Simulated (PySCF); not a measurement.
# Peak assignment

Atom-mapped SMILES (the numbers label the heavy atoms): `[SiH3:1][Si:2]1([SiH3:3])[SiH2:4][CH2:5][CH2:6][O:7][SiH2:8]1`; H(Xn) means a hydrogen on atom n.

[PySCF 2.14: PBE0/pcSseg-1 with gauge-including orbitals; structure optimised with GFN2-xTB; isolated molecule; non-relativistic Hamiltonian; single conformer; rapidly exchanging positions averaged]

Referencing at the same level of theory: ¹³C and ¹H against TMS.

Task: Assign these signals to the numbered atoms. ¹³C{¹H} NMR (computed): δ 66.4, 13.3.

Result: 
```tsv
δ (ppm)	atoms	environment	reason
66.4	C6	sp3 CH2 bonded to O	pulled downfield by the heteroatom
13.3	C5	sp3 CH2 bonded to Si	–
```

Task: Assign these signals to the numbered atoms. ¹H NMR (600 MHz, computed): δ 5.59 (s, 2H), 4.26 (m, 2H), 4.13 (m, 2H), 3.64 (s, 6H), 0.98 (m, 2H).

Result: 
| δ (ppm) | atoms | environment | reason |
| --- | --- | --- | --- |
| 5.59 | H(Si8) | hydrogen on a silicon bonded to O, Si, in a 6-membered ring | – |
| 4.26 | H(Si4) | hydrogen on a silicon bonded to C, Si, in a 6-membered ring | – |
| 4.13 | H(C6) | hydrogen on an sp3 CH2 bonded to O | its carbon carries O, hence the downfield position |
| 3.64 | H(Si1)/H(Si3) | hydrogen on a silicon bonded to Si | – |
| 0.98 | H(C5) | hydrogen on an sp3 CH2 bonded to Si | – |

Shifts are as computed. Against solution values, carbons near 30 ppm lie about +3 ppm off and those near 130 ppm about +5 ppm. Of 1211 compounds with measured shifts, 218 miss one by over three times the rms of a fit or turn the order of signals round; such compounds aren't used in these exercises. No couplings were computed; multiplicities are counted from neighbouring protons, with m where these are inequivalent, close in shift, in a saturated or five-membered ring or joined by F or P, and br s for small geminal =CH2 splittings.
